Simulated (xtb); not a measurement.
BrZn (SMILES [Zn+][Br]), charge +1, singlet, geometry from GFN2-xTB (such geometries of metal compounds can be far from the true shape).

xtb was given this input:
```
$ xtb mol.xyz --gfn 0 --chrg 1 --ohess --json

# file mol.xyz
2

Zn    -0.00000000    -0.00000000    -1.16683428
Br     0.00000000     0.00000000     1.00014367
```

Estimate the total energy at the end of the optimisation that xtb with GFN0-xTB returns for this input.

-2.3622 Eh

Estimate the harmonic frequencies (imaginary ones negative) that GFN0-xTB returns for this input.

276 cm⁻¹

Estimate the HOMO-LUMO gap that GFN0-xTB returns for this input.

2.60 eV
